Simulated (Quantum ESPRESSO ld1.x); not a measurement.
The numbers below are computed, except where a source is named.
The osmium ion Os+, configuration [Xe] 4f14 5d6 7d1 (not the ground configuration).

Level of theory: Dirac Kohn-Sham, PBE, spin-unpolarised, spherical densities, point nucleus; open shells fill j = l - 1/2 first (ld1.x of Quantum ESPRESSO 7.5).

Energy parts (hartree):
total: -17280.99
kinetic: 19622.81
electron-nucleus: -43270.30
Hartree: 6707.00
exchange-correlation: -340.50

Orbitals (lengths in bohr, moments of r in powers of bohr):
\begin{tabular}{lrrr}
orbital & occ. & eigenvalue (hartree) & <1/r> \\ \hline
1s1/2 & 2 & -2711.5106 & 90.52 \\
2s1/2 & 2 & -472.2962 & 22.11 \\
2p1/2 & 2 & -452.1363 & 22.06 \\
2p3/2 & 4 & -395.8571 & 18.31 \\
3s1/2 & 2 & -110.2897 & 8.115 \\
3p1/2 & 2 & -101.2878 & 8.027 \\
3p3/2 & 4 & -89.0147 & 7.055 \\
3d3/2 & 4 & -73.9670 & 6.951 \\
3d5/2 & 6 & -71.3091 & 6.724 \\
4s1/2 & 2 & -23.6745 & 3.419 \\
4p1/2 & 2 & -19.8993 & 3.308 \\
4p3/2 & 4 & -17.0166 & 2.970 \\
4d3/2 & 4 & -10.8303 & 2.760 \\
4d5/2 & 6 & -10.2965 & 2.680 \\
5s1/2 & 2 & -3.8662 & 1.347 \\
5p1/2 & 2 & -2.7052 & 1.218 \\
4f5/2 & 6 & -2.4693 & 2.257 \\
4f7/2 & 8 & -2.3662 & 2.225 \\
5p3/2 & 4 & -2.2572 & 1.098 \\
5d3/2 & 4 & -0.7536 & 0.7784 \\
5d5/2 & 2 & -0.7120 & 0.7508 \\
7d3/2 & 1 & -0.0937 & 0.1166 \\
7d5/2 & 0 & -0.0924 & 0.1171 \\
\end{tabular}

The highest occupied level is 7d3/2 at -2.550 eV. Summed over all electrons, <r^2> = 188.9 bohr^2, which gives a Langevin (diamagnetic) susceptibility term of -150 x 10^-6 cm^3/mol. The density falls to 0.001 e/bohr^3 at r = 3.81 bohr.
